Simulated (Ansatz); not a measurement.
## TiCl: shapes and states compared

Calculated in Ansatz's Gaussian-basis code. Basis cc-pwCVTZ-DK on Ti, cc-pVTZ-DK on Cl, scalar X2C without spin–orbit coupling, 10 orbitals frozen in the corrections; active space CAS(9,9). Restricted Hartree–Fock, then the lowest state-specific CASSCF solution met for each case. Coupled cluster stands on the determinant that it favours, not always the lowest RHF. Single-reference values can break down or jump between states where bonds are stretched. Solutions in different active orbitals can move differences by tenths of an eV and at times more than 1 eV.

Case A, quartet: bond length 2.2650 Å.

Case B, doublet: the shape of A.

Case C, quartet: bond length 2.6048 Å.

Energy less that of case A, in eV:

```tsv
case	RHF/ROHF	CASSCF	CCSD(T)
B	+1.754	+0.537	+0.339
C	+0.166	+1.152	+0.450
```

(1) Give the SC-NEVPT2 energies against case A.

(2) Which case is lowest, and do the methods agree?

Results:

(1) B: +0.424 eV (9.8 kcal/mol); C: +0.388 eV (8.9 kcal/mol).

(2) A is lowest in SC-NEVPT2. Of the methods shown, RHF/ROHF, CASSCF, CCSD(T) agree.
